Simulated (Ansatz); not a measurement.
H3InO (SMILES [OH][InH2]) moved off its minimum; all values from Ansatz (a quantum-chemistry and plane-wave program), cores frozen in correlated methods. Elements past Kr take the def2 small-core potentials, without spin–orbit coupling.
(charge 0, multiplicity 1)
```xyz
5

In    -0.1571    -0.3096    -0.2288
H     -1.5417    -0.0077    -1.2194
H      1.6902    -0.8211    -0.3757
O     -0.2010     0.8133     1.4923
H      0.5766     0.8619     1.9058
```

Forces at B3LYP/def2-TZVPP (eV/Å):

```tsv
atom	Fx	Fy	Fz
In1	1.682	0.697	0.402
H2	0.174	-0.338	0.199
H3	-1.661	0.148	-0.007
O4	-4.950	-0.701	-3.119
H5	4.755	0.194	2.525
```

Question: Give the forces (eV/Å), the total energy and the dipole at CCSD(T)/def2-TZVPPD.

Answer: 
| atom | Fx | Fy | Fz |
|---|---|---|---|
| In1 | 1.745 | 0.668 | 0.529 |
| H2 | -0.046 | -0.310 | -0.005 |
| H3 | -1.518 | 0.090 | -0.050 |
| O4 | -4.939 | -0.672 | -3.032 |
| H5 | 4.758 | 0.224 | 2.558 |
Energy -266.1860 hartree, dipole 2.39 D.
